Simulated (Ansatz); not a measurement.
`FC[SiH]([SiH3])S` + `ClB(Cl)Cl` → `FC[SiH](S)Cl` + `[SiH3]B(Cl)Cl`  (redistribution)

Program: Ansatz. Geometries: PBE0-D4/def2-TZVP. ΔE: electronic, gas phase. CCSD(T)/CBS is the MP2 limit (def2-TZVPP, def2-QZVPP) plus CCSD(T) − MP2 in def2-TZVPP, frozen cores. This one scheme is used for every species. DFT in def2-TZVPP. One conformer a species, not always the lowest.

```json
{"level": "PBE0", "ΔE (kJ/mol)": "-3.6"}
{"level": "HF/def2-TZVPP", "ΔE (kJ/mol)": "-18.4"}
{"level": "SCS-MP2/def2-TZVPP", "ΔE (kJ/mol)": "-9.3"}
{"level": "CCSD/CBS(def2)", "ΔE (kJ/mol)": "-13.1"}
```

(1) What does CCSD(T)/CBS give? (An estimate is asked.)

Largest T1 diagnostic among the species: 0.013.

## Answers

(1) Computed: -11.4 kJ/mol. The listed levels differ from it by 7.8, -7.0, 2.1, -1.7 kJ/mol.

In def2-TZVPP, CCSD(T) changes the Hartree–Fock value by +11.4 kJ/mol (the triples alone add +1.8 kJ/mol) and MP2 by +11.0 kJ/mol.
